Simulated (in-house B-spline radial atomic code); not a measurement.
Inner levels of barium as electrons are removed. A shift is the extra binding of the orbital against the neutral atom ([Xe] 6s2). The density at the nucleus is averaged over the nuclear charge. Computed with a radial B-spline atomic code at the basis-set limit: Dirac-Hartree-Fock, jj configuration that fills j = l - 1/2 first, finite nuclei.

A number in brackets counts the electrons of a j subshell.

| ion | configuration | shift of 2p1/2 (eV) | shift of 2p3/2 (eV) | shift of 2s1/2 (eV) | radius of 2p1/2 (bohr) | radius of 2p3/2 (bohr) | radius of 2s1/2 (bohr) | Σ<r²> (bohr²) | change of density at nucleus (bohr⁻³) |
| --- | --- | --- | --- | --- | --- | --- | --- | --- | --- |
| Ba22+ | [Ar] 3d10 4s2 4p1/2(2) 4p3/2(2) | 638.24 | 636.48 | 635.77 | 0.091895 | 0.097842 | 0.10903 | 4.3061 | 361.98 |
| Ba23+ | [Ar] 3d10 4s2 4p1/2(2) 4p3/2(1) | 687.43 | 684.96 | 684.22 | 0.091873 | 0.097827 | 0.10901 | 3.8022 | 434.66 |
| Ba24+ | [Ar] 3d10 4s2 4p1/2(2) | 737.55 | 734.34 | 733.57 | 0.09185 | 0.097811 | 0.10899 | 3.3157 | 509.46 |
| Ba25+ | [Ar] 3d10 4s2 4p1/2(1) | 788.69 | 786.28 | 784.94 | 0.091845 | 0.097784 | 0.10896 | 2.8665 | 557.82 |
| Ba26+ | [Ar] 3d10 4s2 | 840.76 | 839.19 | 837.25 | 0.091837 | 0.097755 | 0.10893 | 2.4329 | 606.98 |
| Ba27+ | [Ar] 3d10 4s1 | 893.92 | 892.16 | 889.23 | 0.091817 | 0.097733 | 0.10893 | 2.0189 | -332.39 |
| Ba28+ | [Ar] 3d10 | 947.91 | 945.95 | 942 | 0.091796 | 0.09771 | 0.10892 | 1.6173 | -1311.23 |
| Ba29+ | [Ar] 3d3/2(4) 3d5/2(5) | 1053.02 | 1048.39 | 1044.89 | 0.091747 | 0.097607 | 0.10885 | 1.5097 | -1164.72 |
| Ba30+ | [Ar] 3d3/2(4) 3d5/2(4) | 1160.36 | 1152.93 | 1149.88 | 0.091693 | 0.0975 | 0.10877 | 1.4068 | -1013.35 |
| Ba31+ | [Ar] 3d3/2(4) 3d5/2(3) | 1269.94 | 1259.56 | 1256.95 | 0.091636 | 0.097387 | 0.10868 | 1.3083 | -857.11 |
| Ba32+ | [Ar] 3d3/2(4) 3d5/2(2) | 1381.73 | 1368.27 | 1366.09 | 0.091575 | 0.097269 | 0.10859 | 1.2141 | -695.93 |
| Ba33+ | [Ar] 3d3/2(4) 3d5/2(1) | 1495.74 | 1479.05 | 1477.28 | 0.09151 | 0.097146 | 0.1085 | 1.1238 | -529.88 |
| Ba34+ | [Ar] 3d3/2(4) | 1611.94 | 1591.88 | 1590.52 | 0.091441 | 0.097019 | 0.1084 | 1.0373 | -358.9 |
| Ba35+ | [Ar] 3d3/2(3) | 1727.61 | 1710.59 | 1707.19 | 0.091301 | 0.096913 | 0.10829 | 0.95569 | -176.88 |
| Ba36+ | [Ar] 3d3/2(2) | 1845.31 | 1831.46 | 1825.91 | 0.091156 | 0.096803 | 0.10817 | 0.87738 | 10.258 |
| Ba37+ | [Ar] 3d3/2(1) | 1965.03 | 1954.48 | 1946.67 | 0.091007 | 0.096689 | 0.10806 | 0.80219 | 202.54 |
| Ba38+ | [Ne] 3s2 3p6 | 2086.77 | 2079.66 | 2069.44 | 0.090853 | 0.096569 | 0.10793 | 0.72996 | 400 |
| Ba39+ | [Ne] 3s2 3p1/2(2) 3p3/2(3) | 2203.87 | 2193.05 | 2182.42 | 0.09073 | 0.096561 | 0.10781 | 0.64241 | 618.99 |
| Ba40+ | [Ne] 3s2 3p1/2(2) 3p3/2(2) | 2322.42 | 2307.82 | 2296.74 | 0.090605 | 0.096443 | 0.10768 | 0.55716 | 842.28 |
| Ba41+ | [Ne] 3s2 3p1/2(2) 3p3/2(1) | 2442.43 | 2423.97 | 2412.39 | 0.090477 | 0.096322 | 0.10755 | 0.47413 | 1069.92 |
| Ba42+ | [Ne] 3s2 3p1/2(2) | 2563.9 | 2541.49 | 2529.37 | 0.090346 | 0.096199 | 0.10741 | 0.39324 | 1301.92 |
| Ba43+ | [Ne] 3s2 3p1/2(1) | 2684.65 | 2666.37 | 2650.88 | 0.090346 | 0.096039 | 0.10726 | 0.31888 | 1409.08 |
